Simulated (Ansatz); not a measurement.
Cost and result for the atomization energy of `O=C(O)O[SiH2][SiH3]` (12 atoms, 11 bonds).

Cartesian coordinates in Å:
```
O 0.6985 -0.9454 -1.2118
C -0.2760 -0.3605 -1.6207
O -0.9594 -0.7025 -2.7091
O -0.8111 0.6995 -1.0508
Si -0.0449 1.2934 0.3525
Si 0.3844 -0.4283 1.8785
H -0.5205 -1.4806 -3.0744
H 1.1888 2.0043 -0.0677
H -1.0359 2.2813 0.8419
H -0.6159 -1.5105 1.6839
H 1.7590 -0.9589 1.7172
H 0.2331 0.1083 3.2605
```

Charge 0, multiplicity 1. Geometry: relaxed with PBE0-D4/def2-TZVP. It is one conformer, not always the lowest. Program: Ansatz. All runs use 2 threads of an AMD EPYC 7R13 on a shared host and a share of an NVIDIA H100 80 GB. Times are those of one run each, without the atoms' runs, and a repeat can differ threefold. Electronic energies, without spin–orbit coupling; frozen cores. CCSD(T)/CBS adds CCSD(T) − MP2 in def2-TZVPP to the MP2 limit, and its time is that of the two runs behind it. T1 = 0.015. B3LYP takes the VWN-RPA correlation (the form of Gaussian; ORCA's B3LYP/G).

CCSD(T)/CBS is a level of theory with its own doubt, some kJ/mol a heavy atom from the limit and from the frozen cores, so smaller differences don't rank the functionals.

```
                             level  functions  wall time
   PBE-D4/def2-TZVPP (with forces)        292      1.9 s
                PBE0-D4/def2-TZVPP        292        2 s
r2SCAN-D4/def2-TZVPP (with forces)        292      2.5 s
 B3LYP-D4/def2-TZVPP (with forces)        292      2.9 s
                ωB97X-V/def2-TZVPP        292        3 s
                    MP2/def2-QZVPP        548      3.3 s
                 B2PLYP/def2-TZVPP        292      3.3 s
  ωB97M-V/def2-TZVPP (with forces)        292      3.4 s
                CCSD(T)/def2-TZVPP        292        4 s
                 CCSD(T)/CBS(def2)          –      7.3 s
```

Q: What atomization energy does each give, and how far from CCSD(T)/CBS? (An estimate is asked.)

A: The calculation gave: 
```
                             level  atomization (kJ/mol)  difference from CCSD(T)/CBS  per bond
   PBE-D4/def2-TZVPP (with forces)                4517.5                         81.2       7.4
                PBE0-D4/def2-TZVPP                4406.0                        -30.3      -2.8
r2SCAN-D4/def2-TZVPP (with forces)                4451.7                         15.4       1.4
 B3LYP-D4/def2-TZVPP (with forces)                4416.6                        -19.7      -1.8
                ωB97X-V/def2-TZVPP                4463.1                         26.8       2.4
                    MP2/def2-QZVPP                4478.5                         42.2       3.8
                 B2PLYP/def2-TZVPP                4371.5                        -64.8      -5.9
  ωB97M-V/def2-TZVPP (with forces)                4444.5                          8.2       0.7
                CCSD(T)/def2-TZVPP                4304.5                       -131.8     -12.0
                 CCSD(T)/CBS(def2)                4436.3                          0.0       0.0
```

In def2-TZVPP, CCSD(T) changes the Hartree–Fock value by +1198.3 kJ/mol (the triples alone add +77.5 kJ/mol) and MP2 by +1293.9 kJ/mol; breaking electron pairs costs correlation energy, which Hartree–Fock lacks. From PBE to PBE0 (25 % exact exchange), in def2-TZVPP and without D4, the atomization energy moves by −107.3 kJ/mol: exact exchange takes away binding that semilocal exchange gives to molecules. The D4 term adds +45.0 kJ/mol with B3LYP and +23.8 kJ/mol with PBE0; it sums over pairs of atoms, weighted by their polarisabilities, and B3LYP, whose exchange is more repulsive, gets the larger term.
